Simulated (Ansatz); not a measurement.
One geometry of the cluster Mo3P3, several levels of theory.

```yaml
crystal:
  periodic: [false, false, false]
  atoms:
    - {symbol: Mo, position_ang: [0.339995, 0.370506, 1.561436]}
    - {symbol: Mo, position_ang: [-1.465087, -0.729845, -0.570186]}
    - {symbol: Mo, position_ang: [0.489661, 0.881059, -0.721439]}
    - {symbol: P, position_ang: [-1.350998, 0.796445, -2.235006]}
    - {symbol: P, position_ang: [-0.414282, -1.723838, 1.293553]}
    - {symbol: P, position_ang: [2.400721, 0.405673, 0.671643]}
basis:
  gaussian: {orbitals: def2-TZVP, initial_orbitals: start.molden}
magnetization: {spin_polarized: true, initial_magnetization: 1}
hamiltonian: {xc: pbe0, dispersion: d4}
scf: {omitted_lower_state_checks: [starts]}
output: {orbitals: {seedname: orbitals}}
```

The file start.molden holds the orbitals of an earlier run on this structure, at another level or in another basis.

```sh
$ ansatz run in.yaml --threads 4 --pin off --events-out ev --progress --plain --max-ram 4787MiB
```

Output, abridged:

```
Functional definition: PBE0
1980 factors; their error is unknown
mean field evaluation 1: about -33421.6357 eV, gradient 8.9e1 eV
mean field evaluation 2: about -33423.6124 eV, gradient 2.8e0 eV
mean field evaluation 4: about -33423.8667 eV, gradient 3.0e-1 eV
mean field evaluation 8: about -33423.8670 eV, gradient 1.8e-5 eV
mean field -33423.86698542 eV, -1228.3044562034 hartree, gradient 1.8e-5 eV, S^2 2.235704; 0 other end points of the search recorded, 0 dependent functions left out
reference -33423.86702365 eV, -1228.3044576084 hartree; 44, 43 occupied and 187, 188 virtual orbitals, 1980 factors
Total energy: -33424.33168900 eV, -1228.3215337449 hartree
Checks for a lower state left out: starts
```

It took 41 s on 4 threads of AMD EPYC 7R43 on a shared host, peak host memory 1.2 GiB.

As the first input, with `hamiltonian: {xc: hf}` (abridged; 73 s):

```
Functional definition: HF
mean field evaluation 16: about -33328.2757 eV, gradient 3.2e-5 eV
mean field -33328.27574914 eV, -1224.7915430642 hartree, gradient 9.1e-6 eV, S^2 5.926985
Total energy: -33328.27574914 eV, -1224.7915430642 hartree
Checks for a lower state left out: starts
```

First input, but with `correlation: {method: mp2}` and without the key `hamiltonian` (abridged; 63 s):

```
Functional definition: HF
mean field evaluation 16: about -33328.2764 eV, gradient 1.2e-2 eV
mean field -33328.27637093 eV, -1224.7915659145 hartree, gradient 6.3e-6 eV, S^2 5.926976
15 core orbitals not correlated: weight in the atoms' cores, before any rotation towards them, 1.000 or more for the frozen orbitals, at most 0.000 for the correlated occupied ones
second order -43.94446080 eV of doubles, -0.00000000 eV of singles
Total energy: -33372.22083172 eV, -1226.4064950621 hartree
Checks for a lower state left out: starts
```

As the first input, with `hamiltonian: {xc: {name: LC-wPBE}}` (abridged; 72 s):

```
Functional definition: LC-wPBE
mean field evaluation 16: about -33424.3820 eV, gradient 7.0e-6 eV
mean field -33424.38196589 eV, -1228.3233813866 hartree, gradient 7.0e-6 eV, S^2 2.922744
Total energy: -33424.38196590 eV, -1228.3233813869 hartree
Checks for a lower state left out: starts
```

The first input with `hamiltonian: {xc: pbe, dispersion: d4}`, `output: {forces: true, orbitals: {seedname: orbitals}}` (abridged; 23 s):

```
Functional definition: PBE
mean field -33426.67188337 eV, -1228.4075343020 hartree, gradient 2.4e-5 eV, S^2 1.308779
Total energy: -33427.20713853 eV, -1228.4272045661 hartree
Atom 0 force    -0.329138     0.450454    -0.255541 eV/Å
Atom 1 force     0.813545     0.501457    -0.022300 eV/Å
Atom 2 force    -0.537027    -0.607903     0.479465 eV/Å
Atom 3 force    -0.159331     0.035253    -0.010541 eV/Å
Atom 4 force    -0.031932    -0.239979    -0.054056 eV/Å
Atom 5 force     0.243883    -0.139283    -0.137027 eV/Å
Dipole moment:    -0.220618     0.208745     0.310796 e Å
Checks for a lower state left out: starts
```

First input, but with `hamiltonian: {xc: r2scan, dispersion: d4}` (abridged; 47 s):

```
Functional definition: r2SCAN
mean field -33437.08183641 eV, -1228.7900930201 hartree, gradient 2.7e-5 eV, S^2 1.984636
Total energy: -33437.18850857 eV, -1228.7940131497 hartree
Checks for a lower state left out: starts
```

Geometry: PBE0-D4/def2-SVP.

In the def2 sets Mo takes a core potential; there is no spin–orbit coupling. LC-ωPBE has ω = 0.4 bohr⁻¹. Correlated methods freeze 15 core orbitals; core or outer-core shells of Mo are correlated, in sets that lack core-valence functions. At PBE0-D4/def2-TZVP, HF/def2-TZVP, MP2/def2-TZVP, LC-ωPBE/def2-TZVP and others the charge 0 doublet is spin-contaminated (final ⟨S²⟩ up to 5.93, 0.75 for a pure state). Another isomer (doublet) lies 1.09 eV lower at PBE0-D4/def2-TZVP; other spin states weren't run for this one.
